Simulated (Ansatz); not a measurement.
Basis-set extrapolation for CH₇OSi₂ (`O[SiH2]C[SiH2]`) radical (PBE0-D4/def2-TZVP geometry, frozen core, Ansatz 0.2.0). Multiplicity 2, UHF reference.

```tsv
	def2-TZVPP	def2-QZVPP
HF	-694.761749	-694.785719
MP2 correlation	-0.648291	-0.696432
CCSD(T) correlation	-0.721817	not run
```

Energies in hartree. Use E(X) = E(∞) + A·exp(−7.88·√X) for Hartree–Fock and E(X) = E(∞) + B·X^(−2.97) for correlation, with X = 3 and 4, and add CCSD(T) minus MP2 of the smaller set to the MP2 limit.

**Question.** What is the CCSD(T) energy at the basis-set limit?

**Answer.** HF limit: -694.785719 + (-0.023970) × 0.13774 = -694.78902. MP2 limit: -0.696432 + (-0.048141) × 0.74074 = -0.73209. Higher-order term: -0.721817 − (-0.648291) = -0.07353. Total: -695.59464 hartree, 3.02 eV below CCSD(T)/def2-TZVPP.
